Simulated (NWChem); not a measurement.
Everything below was run with NWChem. System: iminoborane (H2BN), charge 0, spin multiplicity 1, at a geometry optimised with PBE/def2-SVP. Level: PBE0/def2-TZVP.

Input file:

```
start mol
memory heap 200 mb stack 900 mb global 1100 mb
geometry units angstroms nocenter noautoz
  B      0.000000     0.000000    -0.701057
  N      0.000000     0.000000     0.548845
  H      0.000000     0.000000    -1.891011
  H      0.000000     0.000000     1.554379
  symmetry group C2v
end
basis spherical
  * library def2-tzvp
end
dft
  xc pbe0
  semidirect memsize 60000000 filesize 0
  iterations 100
end
task dft energy
```

Output (cleaned and shortened):

```
             Northwest Computational Chemistry Package (NWChem) 7.3.0
             --------------------------------------------------------

                                NWChem Input Module
                                -------------------

 Scaling coordinates for geometry "geometry" by  1.889725989
 (inverse scale =  0.529177249)

 Turning off AUTOSYM since
 SYMMETRY directive was detected!

                             Geometry "geometry" -> ""
                             -------------------------

 Output coordinates in angstroms (scale by  1.889725989 to convert to a.u.)

  No.       Tag          Charge          X              Y              Z
 ---- ---------------- ---------- -------------- -------------- --------------
    1 B                    5.0000     0.00000000     0.00000000    -0.70105700
    2 N                    7.0000     0.00000000     0.00000000     0.54884500
    3 H                    1.0000     0.00000000     0.00000000    -1.89101100
    4 H                    1.0000     0.00000000     0.00000000     1.55437900

 Effective nuclear repulsion energy (a.u.)      23.5704249663

            Nuclear Dipole moment (a.u.)
            ----------------------------
        X                 Y               Z
 ---------------- ---------------- ----------------
     0.0000000000     0.0000000000    -0.0000037795

      Symmetry information
      --------------------

 Group name             C2v
 Group number             16
 Group order               4
 No. of unique centers     4

      Symmetry unique atoms

     1    2    3    4


 Summary of "ao basis" -> "" (spherical)
 ------------------------------------------------------------------------------
       Tag                 Description            Shells   Functions and Types
 ---------------- ------------------------------  ------  ---------------------
 *                         def2-tzvp                  on all atoms

                                 NWChem DFT Module
                                 -----------------

 Summary of "ao basis" -> "ao basis" (spherical)
 ------------------------------------------------------------------------------
       Tag                 Description            Shells   Functions and Types
 ---------------- ------------------------------  ------  ---------------------
 B                         def2-tzvp                11       31   5s3p2d1f
 N                         def2-tzvp                11       31   5s3p2d1f
 H                         def2-tzvp                 4        6   3s1p

 Summary of "ao basis" -> "ao basis" (spherical)
 ------------------------------------------------------------------------------
       Tag                 Description            Shells   Functions and Types
 ---------------- ------------------------------  ------  ---------------------
 B                         def2-tzvp                11       31   5s3p2d1f
 N                         def2-tzvp                11       31   5s3p2d1f
 H                         def2-tzvp                 4        6   3s1p

      Symmetry analysis of basis
      --------------------------

        a1         36
        a2          6
        b1         16
        b2         16

            General Information
            -------------------
          SCF calculation type: DFT
          Wavefunction type:  closed shell.
          No. of atoms     :     4
          No. of electrons :    14
           Alpha electrons :     7
            Beta electrons :     7
          Charge           :     0
[...]
 d= 0,ls=0.0,diis     5    -80.7268309588 -1.31D-04  5.91D-05  4.04D-05     1.4

 !! scf_movecs_sym_adapt:   32 vectors were symmetry contaminated

  Symmetry fudging

 !! scf_movecs_sym_adapt:   32 vectors were symmetry contaminated

  Resetting Diis
 d= 0,ls=0.0,diis     6    -80.7268368011 -5.84D-06  7.44D-06  9.67D-07     1.6

 !! scf_movecs_sym_adapt:   32 vectors were symmetry contaminated

  Symmetry fudging

 !! scf_movecs_sym_adapt:   30 vectors were symmetry contaminated

 d= 0,ls=0.0,diis     7    -80.7268369441 -1.43D-07  1.04D-06  7.99D-09     1.7

         Total DFT energy =      -80.726836944113
      One electron energy =     -155.041333136806
           Coulomb energy =       62.310945267781
    Exchange-Corr. energy =      -11.566874041426
 Nuclear repulsion energy =       23.570424966338

 Numeric. integr. density =       14.000000325134

     Total iterative time =      1.3s

                  Occupations of the irreducible representations
                  ----------------------------------------------

                     irrep           alpha         beta
                     --------     --------     --------
                     a1                5.0          5.0
                     a2                0.0          0.0
                     b1                1.0          1.0
                     b2                1.0          1.0

                       DFT Final Molecular Orbital Analysis
                       ------------------------------------

 Vector    5  Occ=2.000000D+00  E=-4.558913D-01  Symmetry=a1
              MO Center= -2.5D-15, -1.2D-15, -1.4D+00, r^2= 1.1D+00
   Bfn.  Coefficient  Atom+Function         Bfn.  Coefficient  Atom+Function
  ----- ------------  ---------------      ----- ------------  ---------------
     8      0.283244  1 B  pz                64     -0.265925  3 H  s
    11      0.209234  1 B  pz                63     -0.184144  3 H  s
     3     -0.160653  1 B  s                  4     -0.134045  1 B  s
    39     -0.113939  2 N  pz                65     -0.108338  3 H  s
     2      0.098934  1 B  s                 42     -0.058118  2 N  pz

 Vector    6  Occ=2.000000D+00  E=-3.118843D-01  Symmetry=b2
              MO Center= -1.2D-31,  7.1D-16,  2.5D-01, r^2= 1.2D+00
   Bfn.  Coefficient  Atom+Function         Bfn.  Coefficient  Atom+Function
  ----- ------------  ---------------      ----- ------------  ---------------
    38      0.371386  2 N  py                41      0.323054  2 N  py
    44      0.243269  2 N  py                 7      0.231450  1 B  py
    10      0.149380  1 B  py                13      0.061732  1 B  py
    16      0.027071  1 B  d -1

 Vector    7  Occ=2.000000D+00  E=-3.118843D-01  Symmetry=b1
              MO Center=  1.3D-15, -2.6D-31,  2.5D-01, r^2= 1.2D+00
   Bfn.  Coefficient  Atom+Function         Bfn.  Coefficient  Atom+Function
  ----- ------------  ---------------      ----- ------------  ---------------
    37      0.371386  2 N  px                40      0.323054  2 N  px
    43      0.243269  2 N  px                 6      0.231450  1 B  px
     9      0.149380  1 B  px                12      0.061732  1 B  px
    18     -0.027071  1 B  d  1

 Vector    8  Occ=0.000000D+00  E= 2.513651D-02  Symmetry=b1
              MO Center=  6.6D-16, -9.1D-32, -7.1D-01, r^2= 3.3D+00
   Bfn.  Coefficient  Atom+Function         Bfn.  Coefficient  Atom+Function
  ----- ------------  ---------------      ----- ------------  ---------------
    12      0.695614  1 B  px                43     -0.492640  2 N  px
     9      0.353987  1 B  px                 6      0.271908  1 B  px
    37     -0.243378  2 N  px                40     -0.175510  2 N  px
    23      0.054918  1 B  d  1              18      0.030082  1 B  d  1
    66      0.028291  3 H  px                54      0.027656  2 N  d  1

 Vector    9  Occ=0.000000D+00  E= 2.513651D-02  Symmetry=b2
              MO Center= -8.7D-32,  5.7D-16, -7.1D-01, r^2= 3.3D+00
   Bfn.  Coefficient  Atom+Function         Bfn.  Coefficient  Atom+Function
  ----- ------------  ---------------      ----- ------------  ---------------
    13      0.695614  1 B  py                44     -0.492640  2 N  py
    10      0.353987  1 B  py                 7      0.271908  1 B  py
    38     -0.243378  2 N  py                41     -0.175510  2 N  py
    21     -0.054918  1 B  d -1              16     -0.030082  1 B  d -1
    67      0.028291  3 H  py                52     -0.027656  2 N  d -1

 Vector   10  Occ=0.000000D+00  E= 4.603749D-02  Symmetry=a1
              MO Center= -2.4D-31, -3.9D-31,  5.9D-01, r^2= 5.8D+00
   Bfn.  Coefficient  Atom+Function         Bfn.  Coefficient  Atom+Function
  ----- ------------  ---------------      ----- ------------  ---------------
    36      2.245160  2 N  s                  5     -1.541221  1 B  s
    71     -0.974369  4 H  s                  4     -0.876141  1 B  s
    65      0.590365  3 H  s                 14     -0.500761  1 B  pz
    11     -0.350880  1 B  pz                64      0.252478  3 H  s
    22     -0.228713  1 B  d  0              34      0.199775  2 N  s

 center of mass
 --------------
 x =   0.00000000 y =   0.00000000 z =  -0.02600258

 moments of inertia (a.u.)
 ------------------
          55.932898373540           0.000000000000           0.000000000000
           0.000000000000          55.932898373540           0.000000000000
           0.000000000000           0.000000000000           0.000000000000

     Multipole analysis of the density
     ---------------------------------

     L   x y z        total         alpha         beta         nuclear
     -   - - -        -----         -----         ----         -------
     0   0 0 0     -0.000000     -7.000000     -7.000000     14.000000

     1   1 0 0     -0.000000     -0.000000     -0.000000      0.000000
     1   0 1 0     -0.000000     -0.000000     -0.000000      0.000000
     1   0 0 1     -0.006321     -0.003159     -0.003159     -0.000004

     2   2 0 0     -9.847873     -4.923936     -4.923936      0.000000
     2   1 1 0     -0.000000     -0.000000     -0.000000      0.000000
     2   1 0 1      0.000000      0.000000      0.000000      0.000000
     2   0 2 0     -9.847873     -4.923936     -4.923936      0.000000
     2   0 1 1      0.000000      0.000000      0.000000      0.000000
     2   0 0 2     -5.794182    -21.748806    -21.748806     37.703429

 Task  times  cpu:        1.7s     wall:        1.7s

 Total times  cpu:        1.7s     wall:        1.7s
```
